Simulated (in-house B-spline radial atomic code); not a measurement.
The gadolinium ion Gd⁺ is squeezed into an impenetrable sphere of radius R (the orbitals vanish at R). No spin polarisation. Level of theory: scalar-relativistic (X2C) PBE, spherical fractional occupations, Fermi nucleus of rms radius 5.1569 fm; calculated with a radial B-spline atomic code at the basis-set limit.

Energies in eV above the free ion in [Xe] 4f7 5d1 6s1:

```csv
R (bohr),highest level (eV),[Xe] 4f7 5d1 6s1,[Xe] 4f7 5d1 6d1,[Xe] 4f7 5d1 5f1
8.47,-8.3,0.05873,8.987,10.49
6.55,-7.8,0.605,12.87,13.39
4.63,-3.43,5.773,28.07,22.87
4.34,-1.3,8.29,33.39,26.04
3.39,15,31.22,70.32,48.78
3.16,23.4,45.17,89.27,61.16
2.6,62.4,123.5,183.9,128.1
2.01,176,432.8,519.4,392.2
1.78,272,756,855.5,671.9
1.42,577,2028,2147,1793
```

(1) Does [Xe] 4f7 5d1 6d1 fall below [Xe] 4f7 5d1 6s1 under compression?

(2) Does [Xe] 4f7 5d1 5f1 fall below [Xe] 4f7 5d1 6s1 under compression?

The highest level is first positive in the row R = 3.39 bohr, pushed up by confinement above the zero of the free ion's potential. Each configuration is held fixed and needn't be the lowest in the sphere.

Results:

(1) No, it stays above over the whole range.

(2) Yes, between R = 2.6 and 2.01 bohr the order changes (near 2.54 bohr by linear interpolation).
